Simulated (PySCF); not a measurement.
Shapes and spin states of IrO₃

Level of theory: PySCF, PBE0, basis Ir def2-SVP with ECP60, O def2-SVP (scalar-relativistic core potentials, no spin–orbit coupling, density fitting).

Relaxations began from a few typed shapes and spin states; open shells are unrestricted. The search is not exhaustive: other isomers or separated fragments can lie lower, and high-lying points may rest on an excited occupation.

Question: Which is the lowest minimum found?
A. quartet D3h: Ir–O 1.734 Å (×3); O–Ir–O 120.0° (×3)
B. doublet C2v: Ir–O 1.668 Å, Ir–O 1.964 Å (×2), O–O 1.309 Å; Ir–O–O 70.5° (×2), O–Ir–O 38.9°, O–Ir–O 160.5° (×2)
C. quartet C3v: Ir–O 1.739 Å (×3); O–Ir–O 117.8° (×3)
D. doublet C2v: Ir–O 1.687 Å, Ir–O 1.719 Å (×2); O–Ir–O 110.3°, O–Ir–O 124.8° (×2)
E. doublet (⟨S²⟩ 1.00) Cs: Ir–O 1.671 Å, Ir–O 1.970 Å (×2), O–O 1.308 Å; Ir–O–O 70.6° (×2), O–Ir–O 38.8°, O–Ir–O 158.4° (×2)
F. quartet C2v: Ir–O 1.706 Å, Ir–O 1.814 Å (×2); O–Ir–O 74.8°, O–Ir–O 142.6° (×2)
G. doublet C2v: Ir–O 1.687 Å, Ir–O 1.719 Å (×2); O–Ir–O 110.3°, O–Ir–O 124.8° (×2)

Answer: D. The others lie at 0.3 (doublet C2v), 103.7 (quartet C3v), 118.6 (quartet D3h, a saddle point), 202.8 (doublet Cs), 204.6 (doublet C2v, a saddle point), 216.1 (quartet C2v, a saddle point) kJ/mol above it.

Formally Ir is in oxidation state +6, d3, with 1 unpaired electron (the high-spin count would be 3). The Mulliken spin on Ir is 0.32, so most of the spin sits on the ligands and the formal count fails. The polar-tensor charge on Ir, 1.14, is far below the formal one.

For the lowest minimum: open d and f shells are described by one determinant, and the ground state may have another occupation or spin. Spin–orbit coupling, left out here, can matter for elements this heavy.
